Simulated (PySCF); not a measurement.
Species: C6H7OS (doublet state).
Atom-mapped SMILES: `[CH:1]#[C:2][C:3](=[O:4])[CH2:5][CH:6][CH2:7][SH:8]` (hydrogens: H9 on C1; H10, H11 on C5; H12 on C6; H13, H14 on C7; H15 on S8)

Geometry (GFN2-xTB, Å), atoms numbered from 1 in this order:
```
atom  x, y, z in Å
C1     3.264   -0.187    0.411
C2     2.206   -0.545   -0.034
C3     0.983   -1.007   -0.611
O4     0.546   -2.135   -0.507
C5     0.215    0.114   -1.339
C6    -0.445    0.518   -0.095
C7    -1.679   -0.117    0.331
S8    -3.135    0.697   -0.543
H9     4.180    0.136    0.811
H10    0.877    0.860   -1.769
H11   -0.464   -0.314   -2.074
H12    0.011    1.275    0.523
H13   -1.747   -1.154   -0.002
H14   -1.880   -0.039    1.396
H15   -2.937    1.908   -0.026
```

The hyperfine couplings belong to this conformer and change with its torsions.

Theory: PySCF, UKS B3LYP, pcH-1 on C H O S, non-relativistic, mean-field spin-orbit, GIAO. One conformer (not necessarily the lowest) at the GFN2-xTB geometry, without solvent, vibrations or thermal averaging. The geometry wasn't refined by DFT: couplings that depend on bond lengths, twists or pyramidal angles can differ widely from those at the functional's own minimum. The SCF solution wasn't tested for stability.

Principal values of hyperfine tensors in MHz (contact, dipolar and spin–orbit terms together), for some of the nuclei:

```tsv
atom	isotope	A1	A2	A3
C6	13C	4.10	5.47	199.86
C3	13C	52.01	60.36	80.00
H12	1H	-83.90	-52.30	-21.64
H13	1H	32.95	35.28	43.68
H10	1H	31.41	32.15	41.25
H11	1H	29.19	30.56	38.20
C7	13C	-31.13	-27.10	-23.43
C5	13C	-23.79	-22.11	-16.49
```

(1) Split each tensor into its isotropic and traceless parts, and turn a_iso into mT with g = 2.0034.

(2) What spin density at the nucleus of C5 lies behind its contact coupling (g_N = 1.40482)?

(3) S8 (33S, g_N = 0.42921) isn't in the table. Its spin density at the nucleus is 0.04195 bohr⁻³. What is its contact coupling?

(4) Which nucleus of the table has the largest anisotropic coupling, and what is its form?

(5) What first-order splitting does H12 cause when the field lies along A1, A2 or A3 of its tensor (g taken as isotropic, no quadrupole term)?

Results:

(1) a_iso is a third of the trace, T = A − a_iso, and a(mT) = a(MHz)/(g × 13.996). The tensors hold a spin–orbit part: the run splits a_iso into a_FC + a_SO, and T includes its anisotropic share.

| atom | a_iso (MHz) | a_FC | a_SO | a_iso (mT) | T1 | T2 | T3 |
| --- | --- | --- | --- | --- | --- | --- | --- |
| C6 | 69.81 | 69.87 | -0.06 | 2.490 | -65.71 | -64.34 | 130.05 |
| C3 | 64.12 | 64.13 | -0.01 | 2.287 | -12.11 | -3.76 | 15.88 |
| H12 | -52.61 | -52.63 | 0.02 | -1.876 | -31.29 | 0.31 | 30.98 |
| H13 | 37.30 | 37.32 | -0.01 | 1.330 | -4.35 | -2.03 | 6.38 |
| H10 | 34.94 | 34.93 | 0.01 | 1.246 | -3.53 | -2.78 | 6.31 |
| H11 | 32.65 | 32.64 | 0.01 | 1.164 | -3.46 | -2.09 | 5.55 |
| C7 | -27.22 | -27.20 | -0.02 | -0.971 | -3.91 | 0.12 | 3.79 |
| C5 | -20.80 | -20.82 | 0.02 | -0.742 | -3.00 | -1.31 | 4.31 |

(2) a_FC = 800.24 MHz bohr³ × g_N × ρ(0)/(2S). With a_FC = -20.82 MHz and 2S = 1, ρ(0) = -0.01852 bohr⁻³.

(3) By the same relation, a_FC = 14.41 MHz. The spin–orbit term adds +0.05 MHz. Its full tensor has the principal values -1.04, 0.93, 43.50 MHz.

(4) C6: -65.7, -64.3, 130.0 MHz, axial, in the ratio −1:−1:+2, the form that spin in one p orbital centred on that nucleus gives.

(5) 2 lines (I = 1/2), spaced by |A_i|/(g × 13.996): 2.99, 1.87, 0.77 mT along the axes of A1, A2 and A3.

The run took 88 s wall (with the writing of density and orbital grids) on an Arm Neoverse V1 with one thread, no GPU, shared host, and the process peaked at 0.97 GiB of memory.
